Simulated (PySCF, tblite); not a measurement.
Isomers of C5H3ClN (doublet state). Method: GFN2-xTB as coded in tblite; computed harmonic values from a numerical Hessian at the method's own geometry, unscaled. The method is semi-empirical: single wavenumbers can be off by several per cent or more. One conformer each. Open shells enter through the occupations alone, without spin polarisation, and single modes of such species can be off by tens of per cent.

Electronic energies: B3LYP/pcH-1 single points on the GFN2-xTB geometries (PySCF, gas phase).

| SMILES | electronic energy, lowest = 0 (kJ/mol) |
| --- | --- |
| C=C(/[C]=C\Cl)C#N | 0.0 |
| C=C(C#N)/C=[C]\Cl | 34.5 |
| [H]/[C]=C(C#N)/C=C/Cl | 46.4 |

Q: How do GFN2-xTB zero-point energies change the relative energies?

A: 
```tsv
SMILES	ZPE (kJ/mol)	of it from modes above 1550 cm⁻¹	electronic (kJ/mol)	with ZPE, lowest = 0 (kJ/mol)	lowest mode (cm⁻¹)	rings
C=C(/[C]=C\Cl)C#N	155.0	81.5	0.0	0.0	60	0
C=C(C#N)/C=[C]\Cl	158.8	89.4	34.5	38.4	51	0
[H]/[C]=C(C#N)/C=C/Cl	155.5	89.6	46.4	46.9	104	0
```

The zero-point energies span 3.8 kJ/mol, from `C=C(/[C]=C\Cl)C#N` to `C=C(C#N)/C=[C]\Cl`. The order is unchanged.

Q: And how do the electronic energies of GFN2-xTB itself compare?

A: `C=C(/[C]=C\Cl)C#N` 0.0; `C=C(C#N)/C=[C]\Cl` 22.0; `[H]/[C]=C(C#N)/C=C/Cl` 63.9 kJ/mol, lowest = 0. Against the energies above, taken from the same isomer `C=C(/[C]=C\Cl)C#N`, the largest difference is 17.5 kJ/mol.

Q: What do entropy and thermal enthalpy add at 298.15 K and 1 bar (rigid rotor, harmonic oscillator, one conformer each)?

A: 
```tsv
SMILES	point group	symmetry number	S (J/(mol K))	H − H(0) (kJ/mol)	ZPE + H − H(0) − TS (kJ/mol)
C=C(/[C]=C\Cl)C#N	C1	1	375.2	22.80	65.9
C=C(C#N)/C=[C]\Cl	Cs	1	366.4	21.81	71.4
[H]/[C]=C(C#N)/C=C/Cl	Cs	1	367.9	22.40	68.2
```

S holds R ln(2S + 1) for the spin.
